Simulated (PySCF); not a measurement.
Computed IR spectrum (relative IR intensity) of a molecule C2H6N2OSi. Coordinates come from a PBE-D3(BJ)/def2-SVP optimisation. The values are those of a single conformer. These are PBE-D3(BJ)/def2-SVP (PySCF) values and carry that method's errors. Frequencies are harmonic and unscaled.

Lines under 2 % of the strongest are left out, and lines within 2 cm⁻¹ are merged.

```json
[
 {"ν (cm⁻¹)": "161", "relative intensity": "2.1"},
 {"ν (cm⁻¹)": "262", "relative intensity": "2.2"},
 {"ν (cm⁻¹)": "279", "relative intensity": "7.7"},
 {"ν (cm⁻¹)": "418", "relative intensity": "65"},
 {"ν (cm⁻¹)": "452", "relative intensity": "11"},
 {"ν (cm⁻¹)": "474", "relative intensity": "6.0"},
 {"ν (cm⁻¹)": "602", "relative intensity": "4.2"},
 {"ν (cm⁻¹)": "644", "relative intensity": "7.2"},
 {"ν (cm⁻¹)": "699", "relative intensity": "6.8"},
 {"ν (cm⁻¹)": "746", "relative intensity": "9.1"},
 {"ν (cm⁻¹)": "782", "relative intensity": "8.4"},
 {"ν (cm⁻¹)": "831", "relative intensity": "10"},
 {"ν (cm⁻¹)": "866", "relative intensity": "20"},
 {"ν (cm⁻¹)": "905", "relative intensity": "21"},
 {"ν (cm⁻¹)": "916", "relative intensity": "65"},
 {"ν (cm⁻¹)": "944", "relative intensity": "3.9"},
 {"ν (cm⁻¹)": "1063", "relative intensity": "74"},
 {"ν (cm⁻¹)": "1158", "relative intensity": "2.3"},
 {"ν (cm⁻¹)": "1207", "relative intensity": "9.3"},
 {"ν (cm⁻¹)": "1390", "relative intensity": "3.1"},
 {"ν (cm⁻¹)": "1497", "relative intensity": "17"},
 {"ν (cm⁻¹)": "1640", "relative intensity": "100"},
 {"ν (cm⁻¹)": "2192", "relative intensity": "48"},
 {"ν (cm⁻¹)": "2993", "relative intensity": "4.3"},
 {"ν (cm⁻¹)": "3050", "relative intensity": "17"},
 {"ν (cm⁻¹)": "3487", "relative intensity": "9.7"},
 {"ν (cm⁻¹)": "3582", "relative intensity": "10"}
]
```

Task: Which molecule gave these data?
(A) N[Si@H]1C=NCO1
(B) CN[SiH2]OC#N
(C) N[SiH2][C@H]1N=CO1
(D) N[Si@@H]1COC=N1

Result: D, N[Si@@H]1COC=N1
